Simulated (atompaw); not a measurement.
Before and after: PAW (atompaw) potential for Te

Te (Z = 52), PAW, made with atompaw 4.2.0.5 (LDA (PW92), non-relativistic). Core [Kr] 4d10, reference 5s2 5p3 (charge +1). Waves: 5s (bound): rc 1.90 bohr; 5s channel at 0.7 Ry: rc 1.90 bohr; 5p (bound): rc 1.95 bohr; 5p channel at 0.35 Ry: rc 1.95 bohr. Local part: bessel scheme, radius 1.25 bohr. Core correction: smooth core density matched at 1.30 bohr. Augmentation charge: sinc compensation charge, radius 1.65 bohr; PAW radius 1.95 bohr; waves and projectors: custom polynom vanderbiltortho.

Change: augmentation sinc compensation charge, radius 1.65 bohr; PAW radius 1.95 bohr; waves and projectors: custom rrkj gramschmidtortho.

Cutoffs: the cutoffs (Ry, on a coarse ladder) from which the occupation-weighted sum of valence levels, in a spherical-Bessel basis at the reference potential, stays within 10 and 1 mRy of its value at 400 Ry; they do not see the model core or the augmentation charge, which bear on the density cutoff.

Task: What does the change do?

Result: The potential gets softer (21 Ry and 30 Ry → 12 Ry and 21 Ry); the bound ghosts move from d, p, s to d; the range in which the p phases agree narrows (upper end at the end of the scan → 3.5).

| quantity | base | changed |
| --- | --- | --- |
| cutoff, loose | 21 Ry | 12 Ry |
| cutoff, tight | 30 Ry | 21 Ry |
| loose cutoff by channel (10 mRy a level) | s 15 Ry, p 6 Ry | s 8 Ry, p 6 Ry |
| bound ghosts | s, p, d | d |
| s: phases at 1.96 bohr within 0.05 rad from the reference energy up to (Ry; the scan ends near 5) | to the end of the scan | to the end of the scan |
| p: phases at 1.96 bohr within 0.05 rad from the reference energy up to (Ry; the scan ends near 5) | to the end of the scan | 3.5 |
| lowest overlap eigenvalue by channel | s 0.11, p 0.39 | s 0.44, p 0.52 |

 A true bound ghost makes a file unfit for plane-wave use even where its test errors are small: the radial tests pick states by their node count and pass the ghost by. The cutoffs see the waves, projectors and local potential, not the compensation charge or the core.
